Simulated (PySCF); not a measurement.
Compound: C5H7BO2.
Structure used (PBE0-D3(BJ)/def2-SVP), in Å, numbered top down from 1:
```
atom  x, y, z in Å
C1     2.358   -2.243   -0.221
C2     2.058   -1.065   -0.223
B3     1.653    0.424   -0.225
O4     2.623    1.370   -0.218
O5     0.354    0.826   -0.230
C6    -0.738   -0.036   -0.237
C7    -1.954    0.400    0.507
C8    -1.943    0.399   -1.000
H9     2.639   -3.281   -0.219
H10    2.241    2.255   -0.219
H11   -0.470   -1.097   -0.234
H12   -1.896    1.371    1.006
H13   -2.541   -0.354    1.038
H14   -2.522   -0.357   -1.537
H15   -1.878    1.368   -1.501
```

Level: B3LYP/def2-SVPD in PySCF, non-relativistic, on one gas-phase PBE0-D3(BJ)/def2-SVP geometry that isn't relaxed in the solvent. The solvent is an IEF-PCM continuum (Bondi radii, 1.10 Å for H, scaled by 1.2), and excitations are vertical TDDFT with non-equilibrium linear response and a frozen core. Specific hydrogen bonds and non-electrostatic terms are outside this model.

Gas-phase singlets (H = HOMO, L = LUMO):

```tsv
state	E (eV)	λ (nm)	f	leading configuration
S1	5.588	222	0.000	H-1→L 96%
S2	5.947	208	0.088	H→L 88%
S3	6.270	198	0.028	H-2→L 64%
S4	6.632	187	0.000	H→L+1 56%
S5	6.766	183	0.000	H→L+1 34%
```

**Question.** How does the list change in benzene (ε = 2.271)?

**Answer.** 
```json
{"state": "S1", "E (eV)": "5.606", "λ (nm)": "221", "f": "0.000", "leading configuration": "H-1→L 93%", "change by rank (eV)": "+0.018"}
{"state": "S2", "E (eV)": "5.860", "λ (nm)": "212", "f": "0.114", "leading configuration": "H→L 93%", "change by rank (eV)": "-0.087"}
{"state": "S3", "E (eV)": "6.252", "λ (nm)": "198", "f": "0.037", "leading configuration": "H-2→L 68%", "change by rank (eV)": "-0.018"}
{"state": "S4", "E (eV)": "6.646", "λ (nm)": "187", "f": "0.000", "leading configuration": "H→L+1 57%", "change by rank (eV)": "+0.014"}
{"state": "S5", "E (eV)": "6.679", "λ (nm)": "186", "f": "0.001", "leading configuration": "H-3→L 92%", "change by rank (eV)": "-0.087"}
```

**Question.** How do the frontier levels move from gas to benzene?

**Answer.** 
```
orbital  gas (eV)  solvent (eV)  change (eV)
 LUMO+2      0.48          0.48         0.00
 LUMO+1      0.03          0.09        +0.06
   LUMO     -0.78         -0.81        -0.03
   HOMO     -7.48         -7.44        +0.04
 HOMO-1     -7.99         -8.04        -0.05
 HOMO-2     -8.14         -8.19        -0.05
 HOMO-3     -8.40         -8.34        +0.06
```

The HOMO–LUMO gap goes from 6.70 to 6.63 eV.

Time: 32 s wall; peak memory 0.92 GiB. Hardware: Arm Neoverse V1, one thread, shared host with 64 logical CPUs at a one-minute load of 33. This is the whole response run at B3LYP/def2-SVPD in benzene, SCF included.
